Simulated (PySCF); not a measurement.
H₆OSeSi₂.
Z-matrix (Å and degrees, PBE0-D3(BJ)/def2-SVP geometry), rows numbered from 1:
```
O 
Si  1  1.6712
Si  2  2.3348  1  108.82
Se  3  2.2993  2  105.86  1  -178.03
H   1  0.9620  2  116.96  3  -178.76
H   2  1.4979  1  111.99  3   120.10
H   2  1.5010  1  111.78  3  -119.53
H   3  1.4947  2  113.20  1   -55.21
H   3  1.4928  2  112.41  1    69.01
H   4  1.4730  3   93.01  2    56.66
```

Level of theory: PBE0-D3(BJ)/def2-SVP geometry optimisation, gas phase (PySCF).

Masses are those of the commonest isotopes; rigid-rotor values at the optimised geometry. The values belong to one conformer with, in the numbering `[OH:1][SiH2:2][SiH2:3][SeH:4]`, H–O1–Si2–Si3 -179°, O1–Si2–Si3–Se4 -178°, Si2–Si3–Se4–H 57°.

(1) Give the principal moments of inertia and the rotational constants in MHz.

(2) What kind of rotor is it?

(3) What does the inertial defect say?

(4) Give the coordinates in the principal-axis frame, origin at the centre of mass.

(5) List the rotational levels J(Ka,Kc) to J = 5 (MHz).

(6) Which types of transition are allowed, and where do some lines up to J = 5 fall?

Answers

(1) Ia = 60.95, Ib = 565.78, Ic = 611.88 u·Å²; 505379 MHz·u·Å²/I gives A = 8292, B = 893.2, C = 825.9 MHz.

(2) A near-prolate asymmetric top; Ray's κ = -0.982.

(3) Not planar: Δ = Ic − Ia − Ib = -14.85 u·Å². For a rigid frame Δ = −2 Σ m c², so Σ m c² = 7.43 u·Å² lies off the ab plane: 7.36 from hydrogen and 0.06 from heavier atoms. The atom farthest from that plane is 1.28 Å away.

(4) The sense of each axis is arbitrary; atoms in the order of the calculation.
| atom | mass (u) | a (Å) | b (Å) | c (Å) |
| --- | --- | --- | --- | --- |
| O1 | 15.995 | -3.519 | -0.156 | 0.035 |
| Si2 | 27.977 | -2.036 | 0.612 | -0.032 |
| Si3 | 27.977 | -0.350 | -1.002 | 0.008 |
| Se4 | 79.917 | 1.634 | 0.161 | -0.011 |
| H5 | 1.008 | -4.301 | 0.404 | 0.006 |
| H6 | 1.008 | -1.884 | 1.431 | -1.277 |
| H7 | 1.008 | -1.833 | 1.534 | 1.135 |
| H8 | 1.008 | -0.443 | -1.922 | 1.183 |
| H9 | 1.008 | -0.307 | -1.812 | -1.245 |
| H10 | 1.008 | 1.288 | 0.924 | 1.200 |

(5) Above 0(0,0):
J = 1: 1(0,1) 1719, 1(1,1) 9118, 1(1,0) 9185
J = 2: 2(0,2) 5157, 2(1,2) 12489, 2(1,1) 12691, 2(2,1) 34887, 2(2,0) 34887
J = 3: 3(0,3) 10313, 3(1,3) 17545, 3(1,2) 17949, 3(2,2) 40045, 3(2,1) 40047, 3(3,1) 77207, 3(3,0) 77207
J = 4: 4(0,4) 17185, 4(1,4) 24287, 4(1,3) 24959, 4(2,3) 46921, 4(2,2) 46928, 4(3,2) 84084, 4(3,1) 84084, 4(4,1) 136110, 4(4,0) 136110
J = 5: 5(0,5) 25772, 5(1,5) 32712, 5(1,4) 33722, 5(2,4) 55516, 5(2,3) 55532, 5(3,3) 92682, 5(3,2) 92682, 5(4,2) 144707, 5(4,1) 144707, 5(5,1) 211597, 5(5,0) 211597
Those of J = 1 are B + C, A + C and A + B.

(6) The dipole components are |μa| = 1.74 D, |μb| = 1.03 D, |μc| = 0.44 D. The squared components, which scale the intensities, stand as 1.00 : 0.35 : 0.06 (a : b : c). Some of the stronger lines:

| type | branch | J(Ka,Kc) | MHz | lower level (cm⁻¹) |
| --- | --- | --- | --- | --- |
| a | R | 2(0,2) ← 1(0,1) | 3438 | 0.057 |
| a | R | 4(2,2) ← 3(2,1) | 6881 | 1.336 |
| b | Q | 5(1,4) ← 5(0,5) | 7950 | 0.860 |
| a | R | 5(1,5) ← 4(1,4) | 8426 | 0.810 |
| b | R | 4(1,4) ← 3(0,3) | 13974 | 0.344 |
| b | Q | 2(2,1) ← 2(1,2) | 22398 | 0.417 |
| b | R | 2(2,0) ← 1(1,1) | 25770 | 0.304 |
| b | R | 3(3,1) ← 2(2,0) | 42319 | 1.164 |
| b | R | 5(3,2) ← 4(2,3) | 45761 | 1.565 |
| b | R | 4(4,0) ← 3(3,1) | 58903 | 2.575 |
| b | R | 5(5,1) ← 4(4,0) | 75487 | 4.540 |

PBE0-D3(BJ)/def2-SVP frequencies: not computed here. Zero-point vibration and centrifugal distortion are left out.
